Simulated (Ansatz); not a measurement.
Compare A (`CBOCN`) with its isomer B (`BNC(C)O`).

Program: Ansatz. Geometries: PBE0-D4/def2-TZVP. ΔE: electronic, gas phase. CCSD(T)/CBS is the MP2 limit (def2-TZVPP, def2-QZVPP) plus CCSD(T) − MP2 in def2-TZVPP, frozen cores. Functionals use def2-TZVPP. B3LYP here is the variant with VWN-RPA as its local correlation; programs differ in this. One conformer a species, not always the lowest.

(1) Which isomer does CCSD(T)/CBS put lower? Give the gap. (An estimate is asked.)

(2) Give E(B) − E(A) in kJ/mol with B3LYP, B2PLYP, PBE0-D4, B3LYP-D4, MP2/def2-TZVPP, HF/def2-TZVPP, CCSD(T)/def2-TZVPP. (Best estimate.)

Largest T1 diagnostic: 0.012.

## Answers

(1) Computed: A, by 16.6 kJ/mol.

(2) Ansatz gave: B3LYP 24.3, B2PLYP 21.3, PBE0-D4 18.3, B3LYP-D4 20.9, MP2/def2-TZVPP 15.1, HF/def2-TZVPP 26.8, CCSD(T)/def2-TZVPP 16.4. None reverses the order clearly.

In def2-TZVPP, CCSD(T) changes the Hartree–Fock value by −10.4 kJ/mol (the triples alone add −1.7 kJ/mol) and MP2 by −11.7 kJ/mol. The D4 term adds −3.4 kJ/mol with B3LYP and −1.7 kJ/mol with PBE0; it sums over pairs of atoms, weighted by their polarisabilities, and B3LYP, whose exchange is more repulsive, gets the larger term.
